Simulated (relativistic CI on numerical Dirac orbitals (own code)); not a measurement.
# Ligand-field terms of d2

Computed with a parametric ligand-field model of a d^n configuration (Racah B and C, spin-orbit zeta, crystal field), exact diagonalisation.

Field parameters in Wybourne normalisation: Oh B⁴₀ = 21Dq, B⁴₄ = √(5/14) B⁴₀; Td as Oh with Dq negative (B⁴₀ = 21Dq, B⁴₄ = √(5/14) B⁴₀). The field is a parameter set, without covalency.

Question: Lowest levels for B = 690, C = 3140, ζ = 100 cm⁻¹, Oh, 10Dq = 9000 cm⁻¹?

Answer: E 0 (S 1.00), T2 2 (S 1.00), T1 142 (S 1.00), A1 212 (S 1.00), A2 8008 (S 1.00), T2 8026 (S 1.00), T1 8083 (S 1.00), E 8085 (S 1.00), T2 10913 (S 0.00) cm⁻¹, with S from ⟨S²⟩ = S(S + 1). The ground level has 0.06 electrons in the cubic e pair.

Question: Lowest levels for B = 560, C = 2030, ζ = 90 cm⁻¹, Oh, 10Dq = 21800 cm⁻¹?

Answer: E 0 (S 1.00), T2 1 (S 1.00), T1 111 (S 1.00), A1 166 (S 1.00), T2 7715 (S 0.00), E 7804 (S 0.00), A1 17599 (S 0.00), A2 20546 (S 1.00), T2 20569 (S 1.00) cm⁻¹, with S from ⟨S²⟩ = S(S + 1). The ground level has 0.02 electrons in the cubic e pair.

Question: Lowest levels for B = 860, C = 3660, ζ = 530 cm⁻¹, Oh, 10Dq = 8700 cm⁻¹?

Answer: E 0 (S 1.00), T2 65 (S 1.00), T1 831 (S 1.00), A1 1230 (S 1.00), A2 7837 (S 1.00), T2 7861 (S 0.99), T1 8261 (S 1.00), E 8307 (S 1.00), T2 13492 (S 0.05) cm⁻¹, with S from ⟨S²⟩ = S(S + 1). The ground level has 0.09 electrons in the cubic e pair.

Question: Lowest levels for B = 480, C = 2490, ζ = 280 cm⁻¹, Oh, 10Dq = 37100 cm⁻¹?

Answer: E 0 (S 1.00), T2 3 (S 1.00), T1 325 (S 1.00), A1 478 (S 1.00), T2 8153 (S 0.00), E 8194 (S 0.00), A1 19026 (S 0.00), A2 35889 (S 1.00), T2 35959 (S 1.00) cm⁻¹, with S from ⟨S²⟩ = S(S + 1). The ground level has 0.01 electrons in the cubic e pair.

Question: Lowest levels for B = 790, C = 3660, ζ = 730 cm⁻¹, Td, 10Dq = -9800 cm⁻¹?

Answer: T2 0 (S 1.00), A2 9570 (S 1.00), E 9601 (S 0.95), T2 9745 (S 1.00), T1 10038 (S 1.00), E 13473 (S 0.24), T2 15520 (S 1.00), E 15807 (S 0.95), T1 16221 (S 1.00) cm⁻¹, with S from ⟨S²⟩ = S(S + 1). The ground level has 1.99 electrons in the cubic e pair.
